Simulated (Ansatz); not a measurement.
Start from `C[B](C)[SnH3]` and change one atom or group to get `C[B](C)[GeH3]`.

Ansatz, PBE0-D4/def2-TZVP geometries, multiplicity 1. 

Elements past krypton have def2 core potentials. Scalar relativity is left out up to krypton.

```csv
property,`C[B](C)[SnH3]`
HOMO energy (ωB97M-V/def2-TZVPP) / eV,-9.31
LUMO energy (PBE0/def2-TZVPP) / eV,-1.38
size of the dipole moment (ωB97M-V/def2-TZVPP) / D,2.07
LUMO energy (ωB97M-V/def2-TZVPP) / eV,0.56
HOMO–LUMO gap (B3LYP/def2-TZVPP) / eV,5.49
size of the dipole moment (PBE/def2-TZVPP) / D,2.11
```

**Question.** Give the same properties after the change, and the shifts. (An estimate is asked.)

**Answer.** Computed: 
```
                                          property  `C[B](C)[GeH3]`  shift
             HOMO energy (ωB97M-V/def2-TZVPP) / eV            -9.66  -0.35
                LUMO energy (PBE0/def2-TZVPP) / eV            -1.24   0.14
size of the dipole moment (ωB97M-V/def2-TZVPP) / D             1.59  -0.48
             LUMO energy (ωB97M-V/def2-TZVPP) / eV             0.73   0.17
             HOMO–LUMO gap (B3LYP/def2-TZVPP) / eV             5.92   0.43
    size of the dipole moment (PBE/def2-TZVPP) / D             1.59  -0.52
```

With PBE0 the HOMO falls by 0.30 eV and the LUMO rises by 0.14 eV, so the gap widens by about 0.44 eV. PBE moves the HOMO by -0.23 eV and ωB97M-V by -0.35 eV. Dipoles are sizes alone; their direction can turn.

B3LYP here is the variant with VWN-RPA as its local correlation; programs differ in this.
